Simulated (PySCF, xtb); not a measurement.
C₃H₈GeSi, SMILES C#C[CH2][GeH2][SiH3].

GFN2-xTB (xtb) at its own geometry gives an orbital gap of 4.72 eV and a dipole moment of 0.86 D.

Geometry optimised at r2SCAN-D4/def2-SVP. The structure was generated by enumeration, and PubChem lists no compound with its InChIKey, so it may never have been made. The values are those of a single conformer.

Question: What does ωB97X/def2-TZVP in PySCF give? (Estimate from the structure and the level; the computed values follow.)

Answer: gap 11.72 eV (levels -9.65 and 2.07 eV), dipole 0.56 D.
